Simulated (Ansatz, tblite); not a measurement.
Cost and result up the ladder for Cd₆S₅ (the lowest singlet isomer of a short search) (11 atoms). Charge 0, multiplicity 1. Geometry: PBE-D4/def2-SVP.

Cartesian coordinates in Å:
```
Cd 0.930 1.879 1.735
Cd -0.141 1.628 -2.193
Cd -0.827 -0.534 0.030
Cd -1.615 -3.315 -1.978
Cd -2.571 -2.940 1.184
Cd 1.159 3.779 -3.683
S 0.062 -1.617 2.097
S 2.092 -1.012 1.903
S -0.865 2.201 0.217
S 2.450 0.697 3.139
S -0.674 -0.766 -2.450
```

Ansatz on 4 threads of Arm Neoverse V1 on a shared host; xTB runs through tblite on one thread. Times are rough, summed over both states, and most runs start from the orbitals of an earlier one. PBE0-D4/def2-SVP serves as the yardstick here, not as an exact answer. The other state is a triplet.

In the def2 sets Cd takes a core potential; there is no spin–orbit coupling. The xTB rows come from tblite. The structure comes from a short search, and lower isomers may exist.

xTB has no spin-polarisation term.

```tsv
level	functions	wall time
GFN1-xTB	69	0.035 s
GFN2-xTB	69	0.043 s
PBE-D4/def2-SVP	276	34 s
PBE0-D4/def2-SVP	276	61 s
```

Estimate what each level gives for the vertical triplet (eV).


```json
{"level": "GFN1-xTB", "vertical triplet (eV)": "1.78", "difference from PBE0-D4/def2-SVP (eV)": "0.86"}
{"level": "GFN2-xTB", "vertical triplet (eV)": "1.70", "difference from PBE0-D4/def2-SVP (eV)": "0.78"}
{"level": "PBE-D4/def2-SVP", "vertical triplet (eV)": "1.12", "difference from PBE0-D4/def2-SVP (eV)": "0.20"}
{"level": "PBE0-D4/def2-SVP", "vertical triplet (eV)": "0.92", "difference from PBE0-D4/def2-SVP (eV)": "0.00"}
```
